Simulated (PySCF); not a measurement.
# Computed records: AlBH4N2, AlBH2NO, BH3NSi, BH5NSi2 and others

All values are calculated (PySCF 2.14.0). Calculation on a computer-drawn molecule: the log of a Hartree-Fock and frozen-core CCSD(T) single point meant for a local Hartree-Fock minimum, with one planted fault or none, to be diagnosed. Offsets are logged minus clean, where the clean run is the same molecule without the fault. The reference is restricted for singlets and unrestricted otherwise, and also for a bond in bohr or an excited solution. Adding or removing an electron swaps singlet and doublet. The excited solution moves the top pair (singlet) or top alpha electron (doublet) to the lowest empty orbital. Highest occupied and lowest empty are orbital energies over both spins, largest force is the largest gradient component, triples share is (T) over the correlation energy, the T1 limit is 0.02 restricted and 0.045 unrestricted, electrons count all cores, a negative frequency is imaginary (commonest isotopes), and the dipole is about the centre of nuclear charge.

Common to all runs: meant multiplicity 1; logged SCF converged yes; logged CC converged yes; logged SCF stable within its kind yes; possible faults no fault, one electron removed, one electron added, multiplicity raised by two, geometry at a saddle point, SCF held on an excited solution, minimal basis STO-3G, one bond length entered in bohr, all coordinates scaled.

```yaml
- entry: 1
  formula: AlBH4N2
  logged_structure:
    atoms_angstrom:
      - ["N", -2.5265, 2.2912, 1.8239]
      - [B, -1.6885, 1.4257, 1.6688]
      - ["N", -0.7453, 0.4316, 1.4891]
      - [Al, -0.9797, -1.2592, 1.0417]
      - [H, -3.1984, 2.9755, 1.9464]
      - [H, 0.1796, 0.7505, 1.6416]
      - [H, 0.2972, -2.1282, 0.9195]
      - [H, -2.4184, -1.771, 0.8008]
  given:
    meant_charge: 0
    meant_basis: "cc-pV(D+d)Z"
    logged_electrons: 36
    logged_basis_functions: 85
    logged_spin_squared: 0.0
    "logged_highest_occupied [eV]": -10.167
    "logged_lowest_empty [eV]": 1.6385
    "logged_largest_force [hartree/bohr]": 0.015426
    logged_T1_diagnostic: 0.014954
    logged_D1_diagnostic: 0.037361
    logged_triples_share: 0.029595
    "logged_dipole_magnitude [debye]": 1.343
    "logged_energy_HF [hartree]": -377.90498
    "logged_energy_CCSD(T) [hartree]": -378.42092
    drawn_bonds_atom: [1, 2, 3, 1, 3, 4, 4]
    drawn_bonds_other_atom: [2, 3, 4, 5, 6, 7, 8]
    drawn_bonds_order: [2, 1, 1, 1, 1, 1, 1]
  results:
    planted_fault: "all coordinates scaled, by -1.6 %"
    "HF_energy_offset_from_clean_run [kcal/mol]": 1.53
    "CCSD(T)_energy_offset_from_clean_run [kcal/mol]": 3.792
- entry: 2
  formula: AlBH2NO
  logged_structure:
    atoms_angstrom:
      - ["N", -1.8322, 0.541, -0.6831]
      - [B, -1.7302, 0.9606, 0.4536]
      - [O, -1.5158, 1.8423, 2.8425]
      - [Al, -1.3805, 2.3986, 4.3497]
      - [H, -1.915, 0.2003, -1.6059]
      - [H, -1.2517, 2.9279, 5.784]
  given:
    meant_charge: 1
    meant_basis: "cc-pV(D+d)Z"
    logged_electrons: 34
    logged_basis_functions: 75
    logged_spin_squared: 0.5788
    "logged_highest_occupied [eV]": -15.771
    "logged_lowest_empty [eV]": -6.5986
    "logged_largest_force [hartree/bohr]": 0.036272
    logged_T1_diagnostic: 0.077266
    logged_D1_diagnostic: 0.36209
    logged_triples_share: 0.0383
    "logged_dipole_magnitude [debye]": 6.5534
    "logged_energy_HF [hartree]": -396.68248
    "logged_energy_CCSD(T) [hartree]": -397.2004
    drawn_bonds_atom: [1, 2, 3, 1, 4]
    drawn_bonds_other_atom: [2, 3, 4, 5, 6]
    drawn_bonds_order: [2, 1, 1, 1, 1]
  results:
    planted_fault: "one bond length entered in bohr, row 2 of the drawn bonds"
    "HF_energy_offset_from_clean_run [kcal/mol]": 136.5
    "CCSD(T)_energy_offset_from_clean_run [kcal/mol]": 121.1
  notes: ["T1 above single-reference limit"]
- entry: 3
  formula: BH3NSi
  logged_structure:
    atoms_angstrom:
      - ["N", -1.4957, 2.3025, -1.8096]
      - [B, -0.6792, 1.9454, -0.9293]
      - [Si, 0.7536, 1.5295, 0.4749]
      - [H, -2.1795, 2.5071, -2.4829]
      - [H, 1.0465, 0.104, 0.0009]
      - [H, -0.2151, 1.1698, 1.604]
  given:
    meant_charge: -1
    meant_basis: "aug-cc-pV(D+d)Z"
    logged_electrons: 29
    logged_basis_functions: 105
    logged_spin_squared: 0.7557
    "logged_highest_occupied [eV]": -10.594
    "logged_lowest_empty [eV]": -0.38434
    "logged_largest_force [hartree/bohr]": 0.046929
    logged_T1_diagnostic: 0.019431
    logged_D1_diagnostic: 0.053933
    logged_triples_share: 0.040268
    "logged_dipole_magnitude [debye]": 1.361
    "logged_energy_HF [hartree]": -369.7774
    "logged_energy_CCSD(T) [hartree]": -370.16716
    drawn_bonds_atom: [1, 2, 1, 3, 3]
    drawn_bonds_other_atom: [2, 3, 4, 5, 6]
    drawn_bonds_order: [2, 1, 1, 1, 1]
  results:
    planted_fault: "one electron removed"
    "HF_energy_offset_from_clean_run [kcal/mol]": 27.1
    "CCSD(T)_energy_offset_from_clean_run [kcal/mol]": 47.35
- entry: 4
  formula: BH5NSi2
  logged_structure:
    atoms_angstrom:
      - ["N", -2.3639, 3.7453, -1.5993]
      - [B, -1.4517, 3.2125, -0.8888]
      - [Si, -0.1006, 2.0704, 0.1986]
      - [Si, -1.1317, -0.1455, -0.3258]
      - [H, -3.0706, 4.2501, -2.1588]
      - [H, -0.1918, 2.2186, 1.7204]
      - [H, 1.3188, 2.0115, -0.3742]
      - [H, -0.7804, -0.9692, -1.5691]
      - [H, -2.2683, -0.7652, 0.4938]
  given:
    meant_charge: 1
    meant_basis: "cc-pV(D+d)Z"
    logged_electrons: 44
    logged_basis_functions: 99
    logged_spin_squared: 0.0
    "logged_highest_occupied [eV]": -15.182
    "logged_lowest_empty [eV]": -5.7939
    "logged_largest_force [hartree/bohr]": 0.046892
    logged_T1_diagnostic: 0.019878
    logged_D1_diagnostic: 0.056082
    logged_triples_share: 0.037556
    "logged_dipole_magnitude [debye]": 4.9442
    "logged_energy_HF [hartree]": -659.61638
    "logged_energy_CCSD(T) [hartree]": -660.10983
    drawn_bonds_atom: [1, 2, 3, 1, 3, 3, 4, 4]
    drawn_bonds_other_atom: [2, 3, 4, 5, 6, 7, 8, 9]
    drawn_bonds_order: [2, 1, 1, 1, 1, 1, 1, 1]
  results:
    planted_fault: "all coordinates scaled, by +4.3 %"
    "HF_energy_offset_from_clean_run [kcal/mol]": 9.767
    "CCSD(T)_energy_offset_from_clean_run [kcal/mol]": 4.535
- entry: 5
  formula: BFHNSi
  logged_structure:
    atoms_angstrom:
      - ["N", -0.4658, -0.2259, 3.0069]
      - [B, 0.2852, -0.4717, 2.064]
      - [Si, 1.6244, -0.7439, 0.5093]
      - [F, 1.0477, -2.1737, -0.0164]
      - [H, -1.0825, -0.0546, 3.7572]
  given:
    meant_charge: 0
    meant_basis: "cc-pV(D+d)Z"
    logged_electrons: 35
    logged_basis_functions: 70
    logged_spin_squared: 0.9276
    "logged_highest_occupied [eV]": -16.456
    "logged_lowest_empty [eV]": -7.4935
    "logged_largest_force [hartree/bohr]": 0.045837
    logged_T1_diagnostic: 0.038213
    logged_D1_diagnostic: 0.13666
    logged_triples_share: 0.03474
    "logged_dipole_magnitude [debye]": 4.0132
    "logged_energy_HF [hartree]": -467.79302
    "logged_energy_CCSD(T) [hartree]": -468.31933
    drawn_bonds_atom: [1, 2, 3, 1]
    drawn_bonds_other_atom: [2, 3, 4, 5]
    drawn_bonds_order: [2, 1, 1, 1]
  results:
    planted_fault: "one electron removed"
    "HF_energy_offset_from_clean_run [kcal/mol]": 197.9
    "CCSD(T)_energy_offset_from_clean_run [kcal/mol]": 210.2
- entry: 6
  formula: BFHNSi
  logged_structure:
    atoms_angstrom:
      - ["N", -0.4658, -0.2259, 3.0069]
      - [B, 0.9533, -0.6904, 1.225]
      - [Si, 2.2925, -0.9626, -0.3297]
      - [F, 1.7158, -2.3924, -0.8553]
      - [H, -1.0825, -0.0546, 3.7572]
  given:
    meant_charge: 0
    meant_basis: "cc-pV(D+d)Z"
    logged_electrons: 36
    logged_basis_functions: 70
    logged_spin_squared: 2.2485
    "logged_highest_occupied [eV]": -8.1029
    "logged_lowest_empty [eV]": 1.3545
    "logged_largest_force [hartree/bohr]": 0.031347
    logged_T1_diagnostic: 0.068537
    logged_D1_diagnostic: 0.27052
    logged_triples_share: 0.045509
    "logged_dipole_magnitude [debye]": 3.9525
    "logged_energy_HF [hartree]": -467.85578
    "logged_energy_CCSD(T) [hartree]": -468.34949
    drawn_bonds_atom: [1, 2, 3, 1]
    drawn_bonds_other_atom: [2, 3, 4, 5]
    drawn_bonds_order: [2, 1, 1, 1]
  results:
    planted_fault: "one bond length entered in bohr, row 1 of the drawn bonds"
    "HF_energy_offset_from_clean_run [kcal/mol]": 158.5
    "CCSD(T)_energy_offset_from_clean_run [kcal/mol]": 191.3
  notes: ["T1 above single-reference limit"]
- entry: 7
  formula: AlBClHN
  logged_structure:
    atoms_angstrom:
      - ["N", -0.4172, -0.4989, -1.1983]
      - [B, -1.1359, -0.7278, -0.2465]
      - [Al, -2.3466, -1.1121, 1.3544]
      - [Cl, -3.5389, -1.4898, 2.928]
      - [H, 0.1704, -0.3109, -1.9764]
  given:
    meant_charge: 1
    meant_basis: "cc-pV(D+d)Z"
    logged_electrons: 41
    logged_basis_functions: 79
    logged_spin_squared: 0.7627
    "logged_highest_occupied [eV]": -22.835
    "logged_lowest_empty [eV]": -13.189
    "logged_largest_force [hartree/bohr]": 0.090081
    logged_T1_diagnostic: 0.018293
    logged_D1_diagnostic: 0.052759
    logged_triples_share: 0.02952
    "logged_dipole_magnitude [debye]": 11.588
    "logged_energy_HF [hartree]": -780.41149
    "logged_energy_CCSD(T) [hartree]": -780.81333
    drawn_bonds_atom: [1, 2, 3, 1]
    drawn_bonds_other_atom: [2, 3, 4, 5]
    drawn_bonds_order: [2, 1, 1, 1]
  results:
    planted_fault: "one electron removed"
    "HF_energy_offset_from_clean_run [kcal/mol]": 334.3
    "CCSD(T)_energy_offset_from_clean_run [kcal/mol]": 372.9
- entry: 8
  formula: AlBFH2N
  logged_structure:
    atoms_angstrom:
      - ["N", -2.0426, -1.7162, 2.3642]
      - [B, -1.7474, -1.9666, 1.1963]
      - [Al, -1.2415, -2.3515, -0.8071]
      - [F, -1.1151, -3.9367, -1.2617]
      - [H, -2.2796, -1.5283, 3.3029]
      - [H, -0.9738, -1.27, -1.9074]
  given:
    meant_charge: 0
    meant_basis: "cc-pV(D+d)Z"
    logged_electrons: 36
    logged_basis_functions: 26
    logged_spin_squared: 0.0
    "logged_highest_occupied [eV]": -8.8005
    "logged_lowest_empty [eV]": 8.0115
    "logged_largest_force [hartree/bohr]": 0.091848
    logged_T1_diagnostic: 0.020797
    logged_D1_diagnostic: 0.06064
    logged_triples_share: 0.045209
    "logged_dipole_magnitude [debye]": 0.78884
    "logged_energy_HF [hartree]": -416.36431
    "logged_energy_CCSD(T) [hartree]": -416.55992
    drawn_bonds_atom: [1, 2, 3, 1, 3]
    drawn_bonds_other_atom: [2, 3, 4, 5, 6]
    drawn_bonds_order: [2, 1, 1, 1, 1]
  results:
    planted_fault: "minimal basis STO-3G"
    "HF_energy_offset_from_clean_run [kcal/mol]": 3378
    "CCSD(T)_energy_offset_from_clean_run [kcal/mol]": 3586
  notes: ["T1 above single-reference limit"]
```
